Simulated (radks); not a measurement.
Problem. Gd I, 64 electrons, occupied as [Xe] 4f7 5d1 6s2 (the NIST ground configuration). All-electron calculation, Dirac Kohn-Sham, PBE, spin-unpolarised, spherical densities, point nucleus; open shells fill j = l - 1/2 first. Program: a radial shooting solver on a logarithmic mesh with Libxc functionals. Some entries of the table are withheld. Estimate them.

orbital  occ.  eigenvalue (Ry)  r(max) (bohr)
1s1/2       2        -3678.719        0.01391
2s1/2       2        -607.0542        0.07916
2p1/2       2        -576.3740        0.05981
2p3/2       4        -525.2274        0.06564
3s1/2       2        -134.5435         0.2244
3p1/2       2        -121.2592            (1)
3p3/2       4        -110.7677            (2)
3d3/2       4        -87.85054         0.1780
3d5/2       6        -85.56506         0.1815
4s1/2       2        -27.08204         0.5160
4p1/2       2        -21.91178            (3)
4p3/2       4        -19.57784            (4)
4d3/2       4        -11.06549            (5)
4d5/2       6        -10.64364            (6)
5s1/2       2         -3.63888          1.197
5p1/2       2         -2.21919          1.304
5p3/2       4         -1.90037          1.380
4f5/2       6         -0.64850            (7)
4f7/2       1         -0.59323            (8)
6s1/2       2         -0.30121          3.401
5d3/2       1         -0.19384          1.935
5d5/2       0         -0.17442          1.988

Solution. 
(1) 3p1/2 r(max) (bohr): 0.2117
(2) 3p3/2 r(max) (bohr): 0.2240
(3) 4p1/2 r(max) (bohr): 0.5204
(4) 4p3/2 r(max) (bohr): 0.5465
(5) 4d3/2 r(max) (bohr): 0.5543
(6) 4d5/2 r(max) (bohr): 0.5628
(7) 4f5/2 r(max) (bohr): 0.5650
(8) 4f7/2 r(max) (bohr): 0.5698
